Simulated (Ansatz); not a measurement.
Basis sets compared for Sn23H32. Total charge 0; singlet. Geometry PBE-D4/def2-SVP. Ansatz on 11 threads of AMD EPYC 7R13 on a shared host and a whole NVIDIA H100 80GB HBM3; times are rough, and most runs start from earlier orbitals.

Cartesian coordinates in Å:
```
Sn 2.9146 -3.6678 -3.1179
Sn -1.4328 -2.6506 -4.4175
Sn 5.0565 -1.1475 0.2422
Sn 3.6565 3.4728 0.2875
Sn 1.1117 0.4367 -2.1154
Sn -0.7558 -3.2579 0.1624
Sn 1.9113 -0.0679 2.1937
Sn -2.4350 0.8769 1.0477
Sn -4.8929 -2.2454 -1.3110
Sn 0.0742 3.8571 3.5531
Sn -1.3577 -0.0723 5.4133
Sn 3.5282 -1.0472 -2.2428
Sn -0.7682 0.0797 -4.1968
Sn 0.9536 -3.9781 -5.1160
Sn -2.5254 -3.6130 -2.0027
Sn 1.6809 3.1783 -1.7079
Sn 5.7668 1.6417 -0.1758
Sn 2.4928 2.6504 2.7287
Sn -4.4470 0.5041 -0.9012
Sn -1.9478 3.5990 1.6051
Sn -0.1026 -0.5145 0.2535
Sn -3.3172 -0.3703 3.4205
Sn -0.8395 2.6422 5.9281
H 4.3623 -4.4444 -3.6992
H 2.3826 -4.6191 -1.7610
H -2.6551 -2.8592 -5.6456
H 4.0898 5.1535 0.4776
H 0.6821 -4.2180 0.0148
H -1.5369 -3.6965 1.6530
H 3.4131 -0.5853 1.2146
H 2.1325 -1.2488 3.4555
H -6.1199 -2.4692 -2.5211
H -5.5160 -2.8926 0.1771
H 0.4081 5.5452 3.8398
H 0.1163 -0.7733 4.8085
H -1.7517 -0.9319 6.8708
H 4.3968 -0.3340 -3.5845
H -0.0478 0.6055 -5.6903
H -2.1606 1.0842 -3.9227
H 1.4991 -3.2776 -6.6107
H 0.6185 -5.6541 -5.4384
H -2.9070 -5.3064 -2.1759
H 2.3001 3.8260 -3.1995
H 0.2278 4.0625 -1.3420
H 6.2988 1.9960 -1.8003
H 7.0650 2.2128 0.8454
H 3.6153 2.6809 4.0648
H -3.9991 1.2947 -2.3794
H -5.8965 1.2691 -0.3199
H -1.5430 4.4583 0.1531
H -3.4108 4.2953 2.2394
H -3.6236 -2.0533 3.1196
H -4.8061 0.3366 3.9695
H 0.3376 2.8159 7.1928
H -2.2966 3.4211 6.4634
```

In the def2 sets Sn takes a core potential; there is no spin–orbit coupling. Single mean-field runs in def2-SVP, def2-TZVP are fitted with def2-universal-jkfit.

Binding counts from free atoms (Sn triplet, H doublet) in the same basis, without a counterpoise term.

```tsv
level	functions	energy (Eh)	HOMO (eV)	LUMO (eV)	binding per atom (eV)	wall time
PBE-D4/def2-SVP	758	-4948.5089	-5.35	-3.49	2.44	6.5 s
PBE0-D4/def2-SVP	758	-4948.7810	-6.10	-2.92	2.44	8.5 s
```

Question: Estimate the rows for PBE-D4/def2-TZVP, PBE0-D4/def2-TZVP (with forces).

Answer: 
```
                          level  functions  energy (Eh)  HOMO (eV)  LUMO (eV)  binding per atom (eV)  wall time
               PBE-D4/def2-TZVP       1342   -4948.6849      -5.43      -3.56                   2.46      9.5 s
PBE0-D4/def2-TZVP (with forces)       1342   -4948.9355      -6.15      -2.95                   2.45       21 s
```
